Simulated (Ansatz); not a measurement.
Consider the redistribution: `C[N](C)[Ga]([NH2])[N](C)C` + `C[O][AlH][NH2]` → `C[N](C)[Ga]([NH2])[NH2]` + `C[O][AlH][N](C)C`.

Program: Ansatz. Geometries: PBE0-D4/def2-TZVP. ΔE: electronic, gas phase. CCSD(T)/CBS is the MP2 limit (def2-TZVPP, def2-QZVPP) plus CCSD(T) − MP2 in def2-TZVPP, frozen cores. This one scheme is used for every species. DFT in def2-TZVPP. HSE06 is defined as in plane-wave codes. For Ga outer-core shells are correlated without core-valence functions, which leaves a few kJ/mol of doubt a bond. Scalar relativity is left out up to krypton. One conformer a species, not always the lowest.

| level | ΔE (kJ/mol) |
| --- | --- |
| BLYP-D4 | -0.1 |
| HSE06-D4 | -2.5 |
| ωB97M-V | -2.2 |
| revPBE | -7.0 |
| LC-ωPBE | -4.8 |
| HF/def2-TZVPP | -6.5 |
| MP2/def2-TZVPP | 0.2 |
| CCSD(T)/def2-TZVPP | -0.4 |

What does CCSD(T)/CBS give? (Estimate.)

Ansatz gave: -1.7 kJ/mol. The listed levels differ from it by 1.6, -0.8, -0.5, -5.3, -3.1, -4.8, 1.9, 1.3 kJ/mol.

Largest T1 diagnostic among the species: 0.012.

The D4 term adds +4.9 kJ/mol with B3LYP and +3.0 kJ/mol with PBE0; it sums over pairs of atoms, weighted by their polarisabilities, and B3LYP, whose exchange is more repulsive, gets the larger term. At CCSD(T), def2-SVP lies +3.6 kJ/mol from the extrapolated value and def2-TZVPP +1.4 kJ/mol.

CCSD(T)/CBS has its own doubt, a few kJ/mol and more with outer-core shells, so smaller differences from it don't rank the levels.

B3LYP here is the variant with VWN-RPA as its local correlation; programs differ in this.
